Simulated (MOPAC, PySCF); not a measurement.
[3]prismane cage Ge6H6 `[GeH]12[GeH]3[GeH]1[GeH]1[GeH]2[GeH]31`, neutral singlet in the gas phase. The geometry has D3h symmetry (within 0.05 Å) and had no frequency check at the DFT level, so a distortion to lower symmetry isn't ruled out.

Cartesian coordinates (Å):
```xyz
12

Ge     1.4480    -0.0030     1.2419
Ge    -0.7212     1.2551     1.2396
Ge    -0.7262    -1.2521     1.2452
Ge    -0.7265    -1.2509    -1.2391
Ge     1.4476    -0.0015    -1.2424
Ge    -0.7208     1.2570    -1.2449
H      2.6373    -0.0055     2.2655
H     -1.3161     2.2842     2.2634
H     -1.3205    -2.2809     2.2700
H     -1.3268    -2.2790    -2.2611
H      2.6352    -0.0109    -2.2676
H     -1.3102     2.2877    -2.2706
```
Charge 0, multiplicity 1.

All levels are single points at this geometry (PBE-D3(BJ)/def2-SVP); Pople sets use spherical d functions. Orbital energies aren't observables, and empty levels follow the basis.

```tsv
level	HOMO (eV)	LUMO (eV)	gap (eV)	dipole (D)	vertical IE, Delta-SCF (eV)
PBE-D3(BJ)/def2-SVP in PySCF	-5.22	-1.97	3.26	0.00	–
ωB97X-D3(BJ)/def2-SVP in PySCF	-7.98	0.70	8.68	0.00	7.75
B3LYP/6-31G* in PySCF	-5.82	-1.42	4.40	0.00	–
PBE/6-31G* in PySCF	-5.17	-2.00	3.17	0.00	–
HF/6-31G* in PySCF	-7.73	1.61	9.34	0.01	7.01
AM1 in MOPAC	-9.12	-2.93	6.19	0.00	–
PM3 in MOPAC	-10.11	-4.69	5.42	0.00	–
PM6 in MOPAC	-8.31	-1.64	6.67	0.00	–
PM7 in MOPAC	-9.48	-4.36	5.12	0.00	–
```
